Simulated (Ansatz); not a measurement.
`[AlH2][AlH][SeH]` + `N=C=CO` → `N=C=C[O][AlH2]` + `[AlH2][SeH]`  (cleavage of the Al–Al bond)

Computed with Ansatz on PBE0-D4/def2-TZVP structures; ΔE is electronic, products minus reactants. CBS: MP2 limit from def2 TZ/QZ plus the TZ coupled-cluster correction, frozen cores. Functionals use def2-TZVPP. For Se outer-core shells are correlated without core-valence functions, which leaves a few kJ/mol of doubt a bond. Scalar relativity is left out up to krypton. One conformer a species, not always the lowest.

(1) Is it downhill or uphill in electronic energy at CCSD(T)/CBS, and by how much? (An estimate is asked.)

(2) What do these levels give: BLYP-D4, r2SCANh-D4, revPBE, r2SCAN, LC-ωPBE, CCSD/def2-TZVPP? (Estimate.)

(3) What do rigid-rotor, harmonic-oscillator terms from PBE0-D4/def2-TZVP frequencies (298.15 K, 1 bar) make of the CCSD(T)/CBS value? (An estimate is asked.)

Largest T1 diagnostic among the species: 0.015.

Results:

(1) The calculation gave: Downhill: ΔE = -137.4 kJ/mol.

(2) Ansatz gave: BLYP-D4 -142.7, r2SCANh-D4 -137.8, revPBE -112.9, r2SCAN -137.7, LC-ωPBE -132.3, CCSD/def2-TZVPP -137.8 kJ/mol.

(3) Computed: ΔZPE = -8.2 kJ/mol, ΔH = -147.3 kJ/mol, ΔS = -16 J/(mol·K), ΔG = -142.6 kJ/mol.

At CCSD(T), def2-SVP lies −6.7 kJ/mol from the extrapolated value and def2-TZVPP +0.5 kJ/mol. Leaving LDA and LC-ωPBE aside and taking each functional with its dispersion term where it has one, the values, not all of them listed here, spread over 32.9 kJ/mol, from B97M-V to PBE-D4. LDA lies −7.5 kJ/mol from PBE without D4.
